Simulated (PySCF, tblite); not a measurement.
C₅H₁₄N₂Si.
SMILES with atom numbers: `[CH3:1][NH:2][C@H:3]1[CH2:4][CH2:5][N:6]([SiH3:7])[CH2:8]1` (hydrogens: H9, H10, H11 on C1; H12 on N2; H13 on C3; H14, H15 on C4; H16, H17 on C5; H18, H19, H20 on Si7; H21, H22 on C8)

Geometry (PBE0-D3(BJ)/def2-SVP, Å), atoms numbered from 1 in this order:
```
atom  x, y, z in Å
C1    -3.182    0.333    0.137
N2    -1.984    0.482   -0.648
C3    -0.752    0.373    0.086
C4    -0.401   -1.004    0.713
C5     1.113   -1.179    0.496
N6     1.562    0.090   -0.053
Si7    3.223    0.546   -0.217
C8     0.467    0.673   -0.787
H9    -3.276   -0.634    0.677
H10   -3.230    1.132    0.896
H11   -4.069    0.443   -0.505
H12   -1.982   -0.174   -1.427
H13   -0.780    1.127    0.892
H14   -0.969   -1.798    0.201
H15   -0.671   -1.050    1.777
H16    1.301   -2.024   -0.198
H17    1.656   -1.409    1.427
H18    3.940    0.128    1.027
H19    3.948   -0.076   -1.379
H20    3.283    2.029   -0.391
H21    0.611    1.751   -0.951
H22    0.317    0.207   -1.788
```

Jobs on this species (22 atoms, 72 electrons) with PySCF (density fitting) and tblite. Hardware of each: one thread of an Arm Neoverse N1, on a shared host. The host was shared with other jobs, so the times are rough.

Task: Rank these jobs by wall time, shortest first.
A. PBE0/pcSseg-1, IEF-PCM chloroform; shieldings, ring-centre shieldings, charges and field gradients; 213 basis functions
B. wB97X-D/def2-SVPD; 10 singlets by full TDDFT, 4 Tamm–Dancoff triplets, polarisability, ΔSCF ions; 276 basis functions
C. HF/pcSseg-1; shieldings, ring-centre shieldings; 213 basis functions
D. GFN2-xTB; L-BFGS relaxation

Result: D (1.7 s), C (38 s), A (82 s), B (10 min).

All jobs:

```json
{"level and settings": "GFN2-xTB", "work": "Hessian by finite differences", "basis functions": "–", "SCF cycles": "–", "wall time": "1.4 s"}
{"level and settings": "GFN2-xTB", "work": "L-BFGS relaxation", "basis functions": "–", "SCF cycles": "–", "wall time": "1.7 s"}
{"level and settings": "HF/pcSseg-1", "work": "shieldings, ring-centre shieldings", "basis functions": "213", "SCF cycles": "10", "wall time": "38 s"}
{"level and settings": "PBE0/pcSseg-1, IEF-PCM methanol", "work": "shieldings, ring-centre shieldings", "basis functions": "213", "SCF cycles": "12", "wall time": "74 s"}
{"level and settings": "PBE0/pcSseg-1", "work": "shieldings, ring-centre shieldings, charges and field gradients", "basis functions": "213", "SCF cycles": "13", "wall time": "77 s"}
{"level and settings": "PBE0/pcSseg-1, IEF-PCM chloroform", "work": "shieldings, ring-centre shieldings, charges and field gradients", "basis functions": "213", "SCF cycles": "12", "wall time": "82 s"}
{"level and settings": "PBE0-D3(BJ)/def2-SVP, grid level 1", "work": "geometry optimisation from a GFN2-xTB start shaken at random", "basis functions": "186", "SCF cycles": "106", "wall time": "8.4 min"}
{"level and settings": "wB97X-D/def2-SVPD", "work": "10 singlets by full TDDFT, 4 Tamm–Dancoff triplets, polarisability, ΔSCF ions", "basis functions": "276", "SCF cycles": "13", "wall time": "10 min"}
```

Task: What do all jobs in the table cost together?

Result: About 23 min; the longest takes about 44 % of that, and about 430 times as long as the shortest.
